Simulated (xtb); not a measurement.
xtb input:

```bash
xtb mol.xyz --gfn 2 --ohess tight --chrg 1 --uhf 0
```
mol.xyz:
```
10

B     -0.37360133    -0.01522441     0.28244831
C      1.18177692    -0.41472380    -0.00791051
O     -0.89219676     1.21551631    -0.17780335
O     -1.18625641    -0.94371836     1.01084854
H      1.42191680    -1.37030766     0.41080497
H      1.82378960     0.43672038     0.44775911
H      1.38004226    -0.40358358    -1.07164718
H     -1.26162186     1.00216093    -1.11603513
H     -1.62343825    -1.56327820     0.28716770
H     -0.38026981     2.03306459    -0.10318493
```

Problem. Which total energy does the run end on?

Solution. -14.18400 Eh (GFN2-xTB).

It need not be the lowest isomer of its formula.
